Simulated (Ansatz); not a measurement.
Energy needed to pull apart BGeH₄, doublet, into free ground-state atoms, from the structure below (displaced at random from a GFN2-xTB minimum); no zero-point or spin–orbit terms; open-shell atoms are treated unrestricted, in their ground-state multiplicity.

B1  (0.599, -0.895, 0.927)
Ge2  (-0.330, 0.278, -0.080)
H3  (1.292, -2.044, 0.490)
H4  (-1.506, -0.242, -0.935)
H5  (0.572, 1.246, -1.244)
H6  (-0.814, 1.544, 0.778)
(Å)

Computed with Ansatz 0.2.0 (basis: def2-TZVPP); correlated methods freeze the cores; orbitals are unrestricted. Filled d shells of the heavier atoms are correlated. The def2 sets are not built for correlating such inner shells, so the correlated values are less sure here.

| method | atomization energy (eV) |
| --- | --- |
| PBE-D4 | 14.16 |
| r2SCAN-D4 | 14.38 |
| PBE0-D4 | 14.03 |
| r2SCANh-D4 | 14.30 |
| LC-wPBE | ? |
| wB97M-V | ? |
| HF | 10.24 |
| MP2 | 13.47 |
| CCSD | 13.61 |
| CCSD(T) | 13.76 |

Task: What does wB97M-V give? (To be estimated.)

Result: By the calculation: 13.88 eV, which is about 0.12 eV more than CCSD(T)/def2-TZVPP.

Task: What does LC-wPBE give? (To be estimated.)

Result: By the calculation: 13.94 eV, which is about 0.18 eV more than CCSD(T)/def2-TZVPP.

In triple zeta the MP2 and coupled-cluster atomization energies are still short of their basis limit by a few kcal/mol a bond, whereas those of the functionals are nearly converged, so these differences are not deviations from converged CCSD(T).

No T1 diagnostic of these runs exceeds 0.018. ⟨S²⟩ of the unrestricted Hartree–Fock references: 0.76 (a pure state has 0.75).

For scale, one of the runs: CCSD(T)/def2-TZVPP forces, 135 basis functions (an equivalent command: `ansatz run in.yaml --threads 4`). Hardware: 4 CPU threads, shared host. Wall time 2.9 min; peak host memory 2.9 GiB.
